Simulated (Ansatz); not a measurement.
CH5AlClNOSi, SMILES `[AlH2][NH][Si]1(Cl)CO1`, relaxed with RKS PBE0-D4/def2-TZVP in the Gaussian-basis code of Ansatz from a PBE-D4/def2-SVP geometry. The force threshold is 0.005 eV/Å; the program also tests the step.

The species carries charge 0 and has multiplicity 1.

Start:

```xyz
11

Al   -2.345   -0.703   -0.813
N    -0.978    0.002    0.157
Si    0.685    0.303   -0.174
Cl    0.997    0.118   -2.207
C     2.098    0.241    0.971
O     1.448    1.570    0.627
H    -2.078   -1.269   -2.274
H    -3.747   -0.715   -0.053
H    -1.224    0.304    1.110
H     3.144    0.167    0.612
H     2.000   -0.016    2.045
```

Problem. How much energy does the relaxation release, and in how many steps? (An estimate is asked.)

Solution. The calculation gave: 8.95 kJ/mol, in 11 steps, 1 of them rejected.

Problem. Which bonds change most? (An estimate is asked.)

Solution. The calculation gave: Si3–O6 from 1.682 to 1.636 Å; Si3–Cl4 from 2.065 to 2.033 Å; N2–Si3 from 1.722 to 1.691 Å; Si3–C5 from 1.820 to 1.792 Å.

Problem. Give the relaxed structure. (An estimate is asked.)

Solution. The calculation gave: 
```xyz
11

Al   -2.317   -0.675   -0.805
N    -0.946   -0.025    0.159
Si    0.682    0.292   -0.170
Cl    1.000    0.051   -2.163
C     2.069    0.241    0.965
O     1.423    1.550    0.568
H    -2.088   -1.159   -2.285
H    -3.696   -0.727   -0.033
H    -1.189    0.232    1.110
H     3.100    0.176    0.624
H     1.960    0.044    2.029
```
